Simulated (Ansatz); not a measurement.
[Ho(NH3)6]3+ (HoN₆H₁₈³⁺), 25 atoms. Hardware: 4 threads of Arm Neoverse V2 on a shared host.

In the def2 sets Ho takes a core potential; there is no spin–orbit coupling. Correlated methods freeze 10 core orbitals; core or outer-core shells of Ho are correlated, in sets that lack core-valence functions. With an open 4f shell the SCF may have ended on a state above the lowest.

(1) How many basis functions does each of these Ansatz runs have, and roughly what does it cost? PBE0-D4/def2-SVP, charge 3 quintet, energy, from earlier orbitals; PBE0-D4/def2-TZVP, charge 3 quintet, energy and forces, from earlier orbitals; PBE-D4/def2-SVP, charge 3 quintet, relaxation, 4 steps; r2SCAN-D4/def2-TZVP, charge 3 quintet, energy, from earlier orbitals; RPA@PBE/def2-SVP, charge 3 quintet, energy, from earlier orbitals; BLYP-D4/def2-TZVP, charge 3 quintet, energy, from earlier orbitals; PBE0-D4/def2-SVP, charge 3 quintet, energy with a search over starts; MP2/def2-SVP, charge 3 quintet, energy, from earlier orbitals; CAM-B3LYP-D4/def2-TZVP, charge 3 quintet, energy and forces, from earlier orbitals; PBE-D4/def2-TZVP, charge 3 quintet, energy, from earlier orbitals; PBE-D4/def2-SVP, charge 3 quintet, energy, from earlier orbitals.

Results:

(1) Other jobs shared the machine, so times can vary by a factor of up to 3.

| run | functions | fitting or Cholesky vectors | wall time | peak host memory (GiB) |
| --- | --- | --- | --- | --- |
| MP2/def2-SVP, charge 3 quintet, energy, from earlier orbitals | 251 | 2368 | 41 s | 1.5 |
| PBE-D4/def2-SVP, charge 3 quintet, energy, from earlier orbitals | 251 | 2714 | 55 s | 1.3 |
| RPA@PBE/def2-SVP, charge 3 quintet, energy, from earlier orbitals | 251 | 2368 | 86 s | 1.3 |
| PBE-D4/def2-TZVP, charge 3 quintet, energy, from earlier orbitals | 386 | 2407 | 90 s | 2.3 |
| BLYP-D4/def2-TZVP, charge 3 quintet, energy, from earlier orbitals | 386 | 2407 | 93 s | 2.3 |
| PBE0-D4/def2-SVP, charge 3 quintet, energy, from earlier orbitals | 251 | 2793 | 98 s | 2.5 |
| PBE-D4/def2-SVP, charge 3 quintet, relaxation, 4 steps | 251 | 2714 | 2.6 min | 1.3 |
| PBE0-D4/def2-SVP, charge 3 quintet, energy with a search over starts | 251 | 2793 | 3 min | 2.5 |
| r2SCAN-D4/def2-TZVP, charge 3 quintet, energy, from earlier orbitals | 386 | 2407 | 4.6 min | 2.5 |
| CAM-B3LYP-D4/def2-TZVP, charge 3 quintet, energy and forces, from earlier orbitals | 386 | 2686 | 5.4 min | 3.6 |
| PBE0-D4/def2-TZVP, charge 3 quintet, energy and forces, from earlier orbitals | 386 | 2526 | 11 min | 2.5 |
